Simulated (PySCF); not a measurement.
A geometry optimisation on `[AsH2]BB`.

Computed with PBE0-D3(BJ)/def2-SVP geometry optimisation, gas phase (PySCF 2.14.0). Start geometry: GFN2-xTB. A driver script takes a list of jobs; this job's settings line and coordinates (Å) are shown.

Input:
```
{"job": {"xc": "PBE0", "basis": "def2-SVP", "d3": "d3bj", "grid": 1, "maxiter": 30, "shake": 0.01, "kind": "geom"}, "charge": 0, "multiplicity": 1}
B     -1.205120     0.320760    -0.471770
B     -0.260240    -0.773860     0.114550
As     1.688380    -0.266330     0.083290
H     -1.351630     0.498490    -1.636270
H     -1.729430     1.170710     0.178930
H     -0.460380    -1.844600     0.530160
H      1.534290     1.226330     0.192570
H      1.839260    -0.350650     1.586860
```

Output:
```
step   0  E = -2287.85221349  max force = 0.019890
step   1  E = -2287.85713212  max force = 0.003817
step   2  E = -2287.85726424  max force = 0.001378
step   3  E = -2287.85730789  max force = 0.001503
step   4  E = -2287.85735348  max force = 0.001659
step   5  E = -2287.85738331  max force = 0.001001
step   6  E = -2287.85740146  max force = 0.000556
step   7  E = -2287.85741105  max force = 0.000433
optimisation converged
```

Energies in Eh; «max force» is the largest Cartesian gradient component in Eh/bohr.

Task: How much energy does the optimisation release, in kcal/mol?

Result: E(step 0) − E(last step) = 0.005198 Eh, which is 3.3 kcal/mol.

Task: Give the first gradient maximum in eV/Å.

Result: With 1 Eh/bohr = 51.422 eV/Å, 1.023 eV/Å.

Summary of the converged run: final energy -2287.85741 Eh after 7 steps; dipole 0.51 D.

Task: Where do the atoms end?

Result: 0.160 Å rms from the input after alignment:
```
atom  x, y, z in Å
B1    -1.2058    0.3841   -0.5757
B2    -0.1464   -0.6724    0.0975
As3    1.8212   -0.2556    0.0879
H4    -1.3749    0.4893   -1.7709
H5    -1.8269    1.1504    0.1304
H6    -0.4157   -1.7623    0.5489
H7     1.7867    1.2558    0.2440
H8     2.0968   -0.5634    1.5491
```

Task: Estimate the wall time. Hardware: one thread of an Arm Neoverse V2, on a shared host. And the peak memory of the process?

Result: About 17 s, with 0.36 GiB resident at the peak, the Python interpreter and its libraries included.
Labels such as C1 count atoms from 1, the log's own numbers from 0.
